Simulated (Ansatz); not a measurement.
Multireference treatment of MnH2, sextet

Computed with Ansatz's Gaussian-basis code (development build). Basis def2-SVP, nonrelativistic, 9 orbitals frozen in the corrections. State-specific CASSCF; RHF is the lowest restricted (open-shell) Hartree–Fock solution met. A minimal or small basis: far from the basis limit. Solutions may break the symmetry of the shape. The lowest solution met needn't be the lowest there is, nor hold the orbitals that a chemist would pick.

Geometry:

```xyz
3

H     0.0000    0.0000    1.8360
Mn    0.0000    0.0000    0.0000
H     0.0000    0.0000   -1.8360
```

What do CASSCF and its corrections give against RHF in CAS(9,8), and what are the occupations?

CASSCF -0.471 eV, SC-NEVPT2 -2.471 eV; occupations 2.00, 1.96, 1.00, 1.00, 1.00, 1.00, 1.00, 0.04.
